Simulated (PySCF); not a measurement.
Isomers of C5H12OSi.

All values: PBE0/def2-SVPD (PySCF) at GFN2-xTB geometries, gas phase, one conformer each. Core orbitals are frozen in the response; Δα² is half the sum of the squared differences of the principal polarisabilities.

**Question.** Rank by dipole moment, lowest first.
A. `[CH3:1][C@@H:2]([SiH3:3])[C@@H:4]([CH3:5])[CH:6]=[O:7]` with C1–C2–C4–C5 50°, C2–C4–C6–O7 0°
B. `[CH3:1][SiH2:2][CH2:3][O:4][CH:5]1[CH2:6][CH2:7]1` with C1–Si2–C3–O4 -64°, Si2–C3–O4–C5 178°, C3–O4–C5–C6 -84°
C. `[OH:1][SiH2:2][CH:3]1[CH2:4][CH2:5][CH2:6][CH2:7]1` with H–O1–Si2–C3 53°, O1–Si2–C3–C4 57°, Si2–C3–C4–C5 126°, C3–C4–C5–C6 23°, C4–C5–C6–C7 -40°, C5–C6–C7–C3 41°

**Answer.** B (1.18 D), C (1.81 D), A (2.93 D).

All values together:

| SMILES | μ (D) | HOMO (eV) | LUMO (eV) | α (Å³) | Δα (Å³) |
| --- | --- | --- | --- | --- | --- |
| O[SiH2]C1CCCC1 | 1.81 | -7.73 | 0.19 | 12.70 | 2.89 |
| C[C@H](C=O)CC[SiH3] | 2.97 | -7.48 | -0.85 | 13.51 | 3.97 |
| C[C@@H]([SiH3])[C@@H](C)C=O | 2.93 | -7.52 | -0.90 | 13.31 | 3.19 |
| C[SiH2]COC1CC1 | 1.18 | -7.29 | 0.72 | 13.43 | 3.14 |

Conformers: `[OH:1][SiH2:2][CH:3]1[CH2:4][CH2:5][CH2:6][CH2:7]1` with H–O1–Si2–C3 53°, O1–Si2–C3–C4 57°, Si2–C3–C4–C5 126°, C3–C4–C5–C6 23°, C4–C5–C6–C7 -40°, C5–C6–C7–C3 41°; `[CH3:1][C@H:2]([CH:3]=[O:4])[CH2:5][CH2:6][SiH3:7]` with C1–C2–C3–O4 -117°, C1–C2–C5–C6 -167°, C2–C5–C6–Si7 180°; `[CH3:1][C@@H:2]([SiH3:3])[C@@H:4]([CH3:5])[CH:6]=[O:7]` with C1–C2–C4–C5 50°, C2–C4–C6–O7 0°; `[CH3:1][SiH2:2][CH2:3][O:4][CH:5]1[CH2:6][CH2:7]1` with C1–Si2–C3–O4 -64°, Si2–C3–O4–C5 178°, C3–O4–C5–C6 -84°.
